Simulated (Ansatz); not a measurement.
Compare A (`C[S][AlH][CH2]F`) with its isomer B (`C[S][Al]([CH3])[F]`).

Isolated molecules relaxed with PBE0-D4/def2-TZVP in Ansatz; ΔE leaves out vibrations. CBS: MP2 limit from def2 TZ/QZ plus the TZ coupled-cluster correction, frozen cores. DFT in def2-TZVPP. B3LYP here is the variant with VWN-RPA as its local correlation; programs differ in this. One conformer a species, not always the lowest.

**Question.** Which is lower in electronic energy at CCSD(T)/CBS, and by how much? (Best estimate.)

**Answer.** Computed: B, by 74.7 kcal/mol.

**Question.** Give E(B) − E(A) in kcal/mol with PBE-D4, HF/def2-TZVPP, MP2/def2-TZVPP, B3LYP, PBE0-D4, CCSD/def2-TZVPP, r2SCAN-D4. (Best estimate.)

**Answer.** The calculation gave: PBE-D4 -69.6, HF/def2-TZVPP -71.9, MP2/def2-TZVPP -77.2, B3LYP -71.3, PBE0-D4 -71.3, CCSD/def2-TZVPP -73.8, r2SCAN-D4 -73.5. None reverses the order clearly.

Largest T1 diagnostic: 0.011.

From PBE to PBE0 (25 % exact exchange), in def2-TZVPP and without D4, E(B) − E(A) moves by −1.7 kcal/mol. In def2-TZVPP, CCSD(T) changes the Hartree–Fock value by −1.8 kcal/mol (the triples alone add +0.1 kcal/mol) and MP2 by −5.3 kcal/mol.
